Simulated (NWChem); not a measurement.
System: C$_{4}$H$_{2}$Cl$_{2}$; SMILES C#CC=C(Cl)Cl

```xyz
8

C     -0.3869     3.1704     0.0000
C     -0.6577     1.9870     0.0000
C     -1.0187     0.6192     0.0000
C     -0.1385    -0.4013     0.0000
Cl    -0.6633    -2.0368     0.0000
Cl     1.5588    -0.1782     0.0000
H     -0.1370     4.2155     0.0000
H     -2.0820     0.3611     0.0000
```
Atoms are numbered in this order, from 1.

All runs: NWChem. Pople sets run with spherical d functions. Structure relaxed at the PBE0/def2-SVP level. B3LYP is NWChem's, with the RPA form of VWN correlation. Vzz is the largest principal value of the second derivative of the potential at the nucleus (NWChem prints the opposite sign); η is the asymmetry. Non-relativistic.

```csv
level,Vzz Cl5 (a.u.),η Cl5,Vzz Cl6 (a.u.),η Cl6,relative time
Hartree-Fock/6-31G*,3.922,0.06,3.945,0.09,1
Hartree-Fock/cc-pVTZ,3.947,0.08,3.955,0.11,5
B3LYP/def2-TZVP,4.103,0.11,4.099,0.15,4
B3LYP/cc-pVTZ,3.770,0.11,3.773,0.14,6
```

The last column is a rough cost ratio, cheapest run = 1.
